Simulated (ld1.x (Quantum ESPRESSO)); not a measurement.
# What one change does to a pseudopotential (sulfur, TM)

S (Z = 16), norm-conserving Troullier–Martins (Kleinman–Bylander form), made with ld1.x (Quantum ESPRESSO) 7.5 (PBE, non-relativistic). Core [Ne], reference 3s2 3p4. Waves: 3p (bound): rc 1.40 bohr; 3s (bound): rc 1.40 bohr. Local part: the s channel. Core correction: none.

All-electron outer shells of the reference configuration (PBE, non-relativistic, ld1.x):

```csv
shell,level (eV),outermost node (bohr),outermost maximum (bohr)
2p,-156.49,–,0.33
3s,-17.14,0.60,1.42
3p,-7.02,0.58,1.61
```

Change: all radii scaled by about 1.26 (s 1.76, p 1.76 bohr).

Cutoffs: the cutoffs (Ry, on a coarse ladder) from which the occupation-weighted sum of valence levels, in a spherical-Bessel basis at the reference potential, stays within 10 and 1 mRy of its value at 400 Ry; they do not see the model core or the augmentation charge, which bear on the density cutoff. Errors are all-electron minus pseudo energies relative to the spin-unpolarised reference configuration.

Q: How do hardness, ghosts and transferability respond?

A: The potential gets softer (40 Ry and 60 Ry → 30 Ry and 50 Ry); of the 7 tests that both files solve, the error grows in 6 and shrinks in 0 by more than 15 % and 0.3 meV (median size 2.6 → 5.6 meV); neither file shows a bound ghost. A larger radius leaves more room for a smooth pseudo-wave, so fewer plane waves are needed. More of the atom is replaced by a form fitted at one configuration, so other configurations suffer.

```csv
quantity,base,changed
"cutoff, loose",40 Ry,30 Ry
"cutoff, tight",60 Ry,50 Ry
loose cutoff by channel (10 mRy a level),"p 10 Ry, s 21 Ry","p 10 Ry, s 18 Ry"
bound ghosts,none,none
"error for 3s2 3p3, meV [ΔE 11.78 eV]",+2.6,+5.6
"error for 3s2 3p2, meV [ΔE 34.08 eV]",+18,+35
"error for 3s2 3p1, meV [ΔE 68.13 eV]",+62,+112
"error for 3s1 3p5, meV [ΔE 10.18 eV]",+0.5,+2.9
"error for 3s2 3p4.3, meV [ΔE -1.71 eV]",+0.1,+0.2
"error for 3s2 3p0, meV [ΔE 114.93 eV]",+170,+275
"error for 3s2 3p3.5, meV [ΔE 4.67 eV]",+0.5,+1.1
```
